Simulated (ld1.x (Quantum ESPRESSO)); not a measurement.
# As (Z = 33): excitation energies, all-electron against ultrasoft

```
Element                 : arsenic
Generator               : ld1.x (Quantum ESPRESSO) 7.5
Type                    : ultrasoft
Functional              : PBEsol
Relativity              : fully relativistic
Frozen core             : [Ar]
Valence charge          : 15
Reference configuration : 3d10 4s2 4p3
Partial waves           : 4s (bound): rcut 1.15, rcutus 1.50 bohr; 4s channel at -0.3 Ry: rcut 1.15, rcutus 1.50 bohr; 4p (bound): rcut 1.25, rcutus 1.60 bohr; 4p channel at 1.3 Ry: rcut 1.25, rcutus 1.60 bohr; 3d (bound): rcut 0.90, rcutus 1.00 bohr; 3d channel at 1.1 Ry: rcut 0.90, rcutus 1.00 bohr
Local potential         : all-electron potential smoothed inside 1.45 bohr (lloc = -1)
Core correction         : Bessel-smoothed model core inside 0.70 bohr
Augmentation charge     : PSQ, radius 0.95 bohr
```

Open shells are filled in proportion to 2j + 1 (rel_dist='average').

Energies are relative to the spin-unpolarised reference configuration 3d10 4s2 4p3; without spin polarisation the order of configurations can differ from experiment.

Give the all-electron excitation energy and the error of the potential for: 3d10 4s2 4p2; 3d10 4s2 4p1; 3d10 4s2 4p0; 3d10 4s1 4p4; 3d10 4s1 4p0; 3d10 4s0 4p5; 3d9 4s2 4p3.

```tsv
valence configuration	charge	ΔE all-electron (eV)	error AE − PS (meV)
3d10 4s2 4p2	+1	9.161	-0.1
3d10 4s2 4p1	+2	27.106	-0.7
3d10 4s2 4p0	+3	54.834	-4.5
3d10 4s1 4p4	0	9.420	-0.6
3d10 4s1 4p0	+4	105.463	-28
3d10 4s0 4p5	0	19.062	-2.2
3d9 4s2 4p3	+1	50.823	-658
```

Levels in the configuration 3d10 4s0 4p5:

```
   level  all-electron (eV)  pseudo (eV)
3d j=3/2            -44.277      -44.363
3d j=5/2            -43.545      -43.634
4p j=1/2             -6.642       -6.643
4p j=3/2             -6.331       -6.332
```
